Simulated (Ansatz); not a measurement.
```yaml
crystal:
  periodic: [false, false, false]
  atoms:
    - {symbol: S, position_ang: [-2.188632, 0.053459, -1.445325]}
    - {symbol: Si, position_ang: [-0.955916, 0.270742, 0.344558]}
    - {symbol: Si, position_ang: [0.563643, -1.392747, 0.505178]}
    - {symbol: Si, position_ang: [1.304520, 0.707428, -0.014518]}
    - {symbol: H, position_ang: [-2.122378, 1.415318, -1.692472]}
    - {symbol: H, position_ang: [-1.682855, 0.797202, 1.582513]}
    - {symbol: H, position_ang: [0.977361, -1.955247, 1.829645]}
    - {symbol: H, position_ang: [0.522331, -2.562489, -0.506075]}
    - {symbol: H, position_ang: [1.615335, 1.050809, -1.456471]}
    - {symbol: H, position_ang: [2.106272, 1.375828, 0.986998]}
basis:
  gaussian: {orbitals: STO-3G}
magnetization: {spin_polarized: true, initial_magnetization: 2}
hamiltonian: {xc: {name: wB97}}
```

```sh
$ ansatz run in.yaml --threads 2 --pin off --events-out ev --progress --plain --max-ram 4352MiB
```

Shortened log:

```
Functional definition: wB97
463 factors; integrals over basis functions are off by at most 3.2e-5 eV
234 factors; integrals over basis functions are off by at most 1.9e-6 eV
mean field evaluation 1: about -34159.9251 eV, gradient 1.5e1 eV
mean field evaluation 2: about -34161.4330 eV, gradient 1.2e1 eV
mean field evaluation 4: about -34162.8061 eV, gradient 1.1e0 eV
mean field evaluation 8: about -34162.8596 eV, gradient 2.8e-1 eV
mean field evaluation 16: about -34162.8975 eV, gradient 3.6e-2 eV
mean field evaluation 32: about -34162.8374 eV, gradient 1.5e-1 eV
mean field -34162.89753165 eV, -1255.4633278444 hartree, gradient 4.0e-5 eV, S^2 2.006962; 4 other end points of the search recorded, 0 dependent functions left out
reference -34162.89752429 eV, -1255.4633275739 hartree; 33, 31 occupied and 9, 11 virtual orbitals, 463 factors
Total energy: -34162.89752429 eV, -1255.4633275739 hartree
```

Run time 6 s (2 threads of an Intel Xeon 6975P-C on a shared host); peak host memory 0.26 GiB.
